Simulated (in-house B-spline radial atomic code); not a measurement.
How numerical settings move a run on neutral scandium, [Ar] 3d1 4s2. Computed with a B-spline radial code for spherical atoms: Dirac-Hartree-Fock, average of configuration, Fermi nucleus of rms radius 3.5459 fm.

Command:
```bash
python run_scf.py task.json out
```
Settings of the sound reference run:
```
Z                21
electrons        21
configuration    [Ar] 3d1 4s2
hamiltonian      dirac
method           hf
spin_polarised   False
nucleus          fermi
rms_radius       3.5459
mass_number      45
atomic_mass      44.95591
speed_of_light   137.036
knot_spacing     0.22
spline_order     8
gauss_points     12
box_radius       50
max_iterations   70
damping          0.5
damped_steps     3
diis_vectors     10
tolerance        1e-08
start            Thomas-Fermi
```

Run time, properties included: 2.4 s on 1 thread of Arm Neoverse N1, with other jobs on the host.

It converges in 11 iterations to -763.378736 hartree, with 4s1/2 at -5.75307 eV. The other runs change the listed settings, some to values that make no sense; their results aren't properties of the atom or ion. Radii are in bohr (the nuclear one in fm), a minus after a letter asks for a j subshell, and «unchanged» means within 1e-8 hartree. The run stops when the residual is below 10 × tolerance × max(1, Z/10), or a noise floor if that is larger, and the energy moves by less than 1e-8 × √|E| hartree; so very loose and very tight tolerances often act alike.

| changed settings | outcome |
| --- | --- |
| gauss_points = 16, box_radius = 2, first_knot = 0.0476, max_iterations = 100, damped_steps = 30 | converged in 18 iterations, energy +1.25e+01 hartree from the reference, 4s1/2 level +1.4e+02 eV (the program warns: 4s1/2 has a positive eigenvalue: unbound, held by the box; 3p1/2 has a positive eigenvalue: unbound, held by the box) |
| spin_polarised = True | stopped with error: spin polarisation is not served with the Dirac Hamiltonian |
| damped_steps = 30 | converged in 30 iterations, energy unchanged, 4s1/2 level +7.4e-06 eV |
| damped_steps = 1 | converged in 10 iterations, energy unchanged |
| first_knot = 0.000476 | converged in 11 iterations, energy -5.73e-05 hartree from the reference, 4s1/2 level -3.6e-07 eV |
| electrons = 22, configuration = [Ar] 3d1 4s2 5s-1, max_iterations = 60 | stopped with error: j subshells need the Dirac Hamiltonian and l > 0 |
| max_iterations = 2, damping = 0.2, damped_steps = 0 | not converged after 2 iterations, last residual 1.1e-01, last energy +5.20e-01 hartree from the reference |
| electrons = 22, configuration = [Ar] 3d1 4s2 3f1, max_iterations = 60 | stopped with error: there is no 3f shell |
| first_knot = 0.00476 | converged in 11 iterations, energy -5.37e-04 hartree from the reference, 4s1/2 level -7.0e-06 eV |
| max_iterations = 2, damping = 0.2, start = bare nucleus | not converged after 2 iterations, last residual 9.3e-01, last energy +4.10e+01 hartree from the reference |
| gauss_points = 3, first_knot = 4.76e-06, max_iterations = 50, tolerance = 1e-13 | converged in 10 iterations, energy +1.61e-05 hartree from the reference, 4s1/2 level +1.4e-05 eV |
| damped_steps = 0 | converged in 10 iterations, energy unchanged, 4s1/2 level +5.6e-07 eV |

Q: What happens with tolerance = 1e-06?

A: Converged in 9 iterations, energy unchanged, 4s1/2 level +2.4e-04 eV.

Q: What happens with first_knot = 0.0476?

A: Converged in 11 iterations, energy +1.17e-01 hartree from the reference, 4s1/2 level -9.5e-05 eV.

Q: What happens with first_knot = 4.76e-05?

A: Converged in 11 iterations, energy unchanged.

Q: What happens with damped_steps = 8?

A: Converged in 15 iterations, energy unchanged.
